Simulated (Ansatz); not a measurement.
Computed with frozen-core CCSD(T)/cc-pVTZ // PBE0-D4/def2-TZVP (Ansatz, an electronic-structure program). The restricted HF reference is unstable towards unrestricted orbitals.

Ansatz 0.2 input:
```yaml
crystal:
  periodic: [false, false, false]
  atoms:
    - { symbol: B, position_ang: [-1.134426, 1.628252, 0.048764] }
    - { symbol: C, position_ang: [-1.035034, 0.0958, 0.069809] }
    - { symbol: N, position_ang: [-2.218182, -0.616483, 0.167298] }
    - { symbol: C, position_ang: [0.159644, -0.565852, 0.021286] }
    - { symbol: C, position_ang: [1.469026, 0.015377, -0.005632] }
    - { symbol: C, position_ang: [2.594112, -0.708012, -0.055075] }
    - { symbol: H, position_ang: [-2.21951, 2.138883, 0.031572] }
    - { symbol: H, position_ang: [-0.170547, 2.327979, 0.034345] }
    - { symbol: H, position_ang: [-3.05572, -0.133066, -0.105221] }
    - { symbol: H, position_ang: [-2.20529, -1.592929, -0.079284] }
    - { symbol: H, position_ang: [0.140656, -1.658025, 0.00656] }
    - { symbol: H, position_ang: [1.53798, 1.097452, 0.016565] }
    - { symbol: H, position_ang: [2.568752, -1.792832, -0.077269] }
    - { symbol: H, position_ang: [3.568541, -0.236543, -0.073718] }
basis:
  gaussian: { orbitals: cc-pVTZ }
correlation:
  method: ccsd_t
```

Output:

```
Functional definition: HF
1666 factors; integrals over basis functions are off by at most 1.2e-3 eV
mean field evaluation 1: about -6398.0403 eV, gradient 3.8e1 eV
mean field evaluation 2: about -6398.3794 eV, gradient 3.8e1 eV
mean field evaluation 4: about -6402.4653 eV, gradient 4.3e0 eV
mean field evaluation 8: about -6402.5301 eV, gradient 2.8e-1 eV
mean field evaluation 16: about -6398.0379 eV, gradient 3.8e1 eV
mean field -6402.53078649 eV, -235.2886666121 hartree, gradient 4.3e-6 eV, S^2 0.000000; 0 other end points of the search recorded, 0 dependent functions left out; unrestricted orbitals would lower it
6 core orbitals not correlated
reference -6402.53078649 eV, -235.2886666121 hartree; 16, 16 occupied and 270, 270 virtual orbitals, 1666 factors
second order -26.10616840 eV of doubles, -0.00000000 eV of singles
cycle   1  -26.49476136 eV  change   -3.9e-1 eV  update   1.2e-1
cycle   2  -27.16192200 eV  change   -6.7e-1 eV  update   3.9e-2
cycle   3  -27.33672367 eV  change   -1.7e-1 eV  update   2.1e-2
cycle   4  -27.33199550 eV  change    4.7e-3 eV  update   6.4e-3
cycle   5  -27.32825074 eV  change    3.7e-3 eV  update   3.4e-3
cycle   6  -27.32943343 eV  change   -1.2e-3 eV  update   1.3e-3
cycle   7  -27.32913487 eV  change    3.0e-4 eV  update   5.9e-4
cycle   8  -27.32891186 eV  change    2.2e-4 eV  update   2.8e-4
cycle   9  -27.32895350 eV  change   -4.2e-5 eV  update   9.4e-5
cycle  10  -27.32897090 eV  change   -1.7e-5 eV  update   3.9e-5
perturbative correction -1.29378089 eV, -0.0475455707 hartree
Total energy: -6431.15353828 eV, -236.3405333393 hartree
```

Cost: roughly 50 core-minutes.
